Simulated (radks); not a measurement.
Values are calculated unless marked as measured or tabulated.
All-electron atom: the chromium ion Cr4+ in [Ar] 3d2.

Level of theory: scalar-relativistic Kohn-Sham, r2SCAN, spin-polarised, spherical densities, finite nucleus; open shells are filled with parallel spins first; meta-GGA in the generalised Kohn-Sham scheme; Fermi nuclear charge, rms radius 3.6452 fm (a radial shooting solver on a logarithmic mesh with Libxc functionals).

Energy parts (eV):
part                      energy
total                 -28491.545
kinetic                28785.298
electron-nucleus      -66770.096
Hartree                10776.107
exchange-correlation   -1282.855

Orbitals (lengths in bohr, moments of r in powers of bohr; <r^-3> diverges for s and p1/2):
orbital  occ.  eigenvalue (eV)     <r^2>      <r>  <r^-3>
1s down     1        -5964.411  0.005436  0.06357       -
1s up       1        -5964.390  0.005436  0.06357       -
2s up       1        -738.9745    0.1012   0.2925       -
2s down     1        -737.5930    0.1008   0.2921       -
2p up       3        -629.5902   0.08312   0.2599   361.6
2p down     3        -628.5329   0.08278   0.2594   362.7
3s up       1        -136.8920    0.8768   0.8744       -
3s down     1        -133.5513    0.8836   0.8776       -
3p up       3        -106.3131    0.9769   0.9156   46.94
3p down     3        -102.9828    0.9856   0.9196   46.29
3d up       2         -58.9935     1.250    1.013   4.501
3d down     0         -55.5148     1.269    1.019   4.467

The highest occupied level is 3d up at -58.993 eV. The density falls to 0.001 e/bohr^3 at r = 2.52 bohr.
